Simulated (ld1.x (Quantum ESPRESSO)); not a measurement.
What one change does to a pseudopotential (Sn, TM)

tin (Sn), norm-conserving Troullier–Martins (Kleinman–Bylander form), made with ld1.x (Quantum ESPRESSO) 7.5 (PBEsol, scalar-relativistic). Core [Kr] 4d10, reference 5s2 5p2. Waves: 5s (bound): rc 1.55 bohr; 5p (bound): rc 2.80 bohr; 5d channel at 0.05 Ry: rc 3.05 bohr. Local part: all-electron potential smoothed inside 2.15 bohr (lloc = -1). Core correction: Bessel-smoothed model core inside 1.20 bohr.

Change: wave 5p (bound): rc 2.80 bohr becomes 5p (bound): rc 3.42 bohr.

Cutoffs: the cutoffs (Ry, on a coarse ladder) from which the occupation-weighted sum of valence levels, in a spherical-Bessel basis at the reference potential, stays within 10 and 1 mRy of its value at 400 Ry; they do not see the model core or the augmentation charge, which bear on the density cutoff. Errors are all-electron minus pseudo energies relative to the spin-unpolarised reference configuration.

Problem. What does the change do?

Solution. The potential gets neither clearly harder nor softer (35 Ry and 100 Ry → 35 Ry and 100 Ry); of the 7 tests that both files solve, the error grows in 3 and shrinks in 3 by more than 15 % and 0.3 meV (median size 27.5 → 12.2 meV); neither file shows a bound ghost.

```tsv
quantity	base	changed
cutoff, loose	35 Ry	35 Ry
cutoff, tight	100 Ry	100 Ry
bound ghosts	none	none
error for 5s2 5p1, meV [ΔE 6.90 eV]	-6.5	-8.5
error for 5s2 5p0, meV [ΔE 20.87 eV]	-57	-84
error for 5s1 5p0, meV [ΔE 51.88 eV]	-315	-387
error for 5s1 5p2, meV [ΔE 14.58 eV]	-27	-13
error for 5s2 5p2.3, meV [ΔE -0.85 eV]	+0.2	+0.2
error for 5s0 5p4, meV [ΔE 14.25 eV]	-62	-12
error for 5s1 5p3, meV [ΔE 7.01 eV]	-14	-2.8
```
